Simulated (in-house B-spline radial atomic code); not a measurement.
A fraction x of an electron is removed from 2p in the potassium ion K³⁺, starting from [Ne] 3s2 3p4 and keeping the highest spin. Computed with a radial B-spline atomic code at the basis-set limit: non-relativistic LDA PW92, spin-polarised, spherical fractional occupations, point nucleus.

```
   x  E(x) - E(0) (eV)  2p down level (eV)
   0            0.0000            -321.904
0.07           22.6494            -325.224
0.15                 ?                   ?
0.27           88.6482            -334.782
0.41                 ?                   ?
 0.5          166.9245            -345.905
0.55          184.2806            -348.340
0.71          240.6411            -356.176
0.79          269.2927            -360.117
0.99          342.3061            -370.033
   1          346.0089            -370.531
```

Problem. What belongs in the row x = 0.15?

Solution. An energy change of 48.8196 eV; 2p down at -329.034 eV.

Problem. What belongs in the row x = 0.41?

Solution. An energy change of 135.9899 eV; 2p down at -341.536 eV.

Problem. Check Janak's theorem between x = 0.5 and 0.55.

Solution. The slope of the energy is 347.12 eV; the orbital levels give 347.12 eV (-ε of the emptying orbital, averaged over the two points).
